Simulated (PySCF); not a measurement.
# Unknown: peak-picked proton spectrum

Formula C13H7N. The spectrum was simulated from the full spin Hamiltonian at 400 MHz with 0.6 Hz Lorentzian lines, from shifts rounded to 0.01 ppm and J to 0.1 Hz, couplings under 1 Hz left out.

```
region  integral (H)    ppm      Hz  height
     1             1  7.850  3140.1      47
     1                7.831  3132.2      52
     2             3  7.682  3072.8      45
     2                7.659  3063.7      55
     2                7.640  3056.2      45
     2                7.633  3053.1      41
     2                7.621  3048.2      55
     2                7.610  3043.9      59
     3             2  7.520  3008.0      32
     3                7.500  3000.1      29
     3                7.497  2998.8      23
     3                7.477  2991.0      20
     3                7.470  2988.0      31
     3                7.450  2980.2      26
     3                7.447  2979.0      26
     3                7.428  2971.1      20
     4             1  7.270  2908.0     100
```

13C{1H} NMR (computed): δ 133.1, 132.2, 131.3, 126.1, 124.5, 123.7, 123.5, 123.0, 121.2, 121.1, 119.3, 111.4, 107.5.

Theory: KT2/pcSseg-1 with gauge-including orbitals, J: B3LYP/pcJ-1 (without the spin–dipole term), geometry: PBE0-D3(BJ)/def2-SVP, in PySCF 2.14.0 with density-fitted response routines (no relativistic terms, isolated molecule, one conformer).

Referencing at the same level of theory: 1H (σ = 31.18 ppm), 13C (σ = 183.22 ppm) vs TMS.

Question: Analyse the multiplets.

Answer: 1H NMR (400 MHz, computed): δ 7.84 (m, 1H), 7.67 (d, J = 9.1 Hz, 1H), 7.63 (d, J = 7.9 Hz, 1H), 7.62 (m, 1H), 7.50 (m, 1H), 7.45 (dd, J = 9.1, 7.9 Hz, 1H), 7.27 (s, 1H). These are first-order names from the parameters used; overlap and second-order distortion can hide them in the list.

Question: What is the compound?

Answer: 1-cyanoacenaphthylene (SMILES N#CC1=Cc2cccc3cccc1c23).

Atom-mapped SMILES (the numbers label the heavy atoms): `[N:1]#[C:2][C:3]1=[CH:4][c:5]2[cH:6][cH:7][cH:8][c:9]3[cH:10][cH:11][cH:12][c:13]1[c:14]23`. Hydrogens are named by the atom that carries them.

1. δ 7.84: H(C12), hydrogen on an aromatic CH, coupled to H(C11) (7.9 Hz).
2. δ 7.67: H(C8), hydrogen on an aromatic CH, coupled to H(C7) (9.1 Hz).
3. δ 7.63: H(C6), hydrogen on an aromatic CH, coupled to H(C7) (7.9 Hz).
4. δ 7.62: H(C10), hydrogen on an aromatic CH, coupled to H(C11) (9.2 Hz).
5. δ 7.50: H(C11), hydrogen on an aromatic CH, coupled to H(C10) (9.2 Hz), H(C12) (7.9 Hz).
6. δ 7.45: H(C7), hydrogen on an aromatic CH, coupled to H(C8) (9.1 Hz), H(C6) (7.9 Hz).
7. δ 7.27: H(C4), hydrogen on an alkene CH.

The shifts were computed for this structure.

Multiplet labels drop couplings under 1 Hz and merge nearly equal ones. Unscaled 3J(H,H) at this level run about 10 % above measured values. Shifts are as computed. Against solution values, carbons near 30 ppm lie about +2 ppm off and those near 130 ppm about -5 ppm. Of 1211 compounds with measured shifts, 218 miss one by over three times the rms of a fit or turn the order of signals round; such compounds aren't used in these exercises.
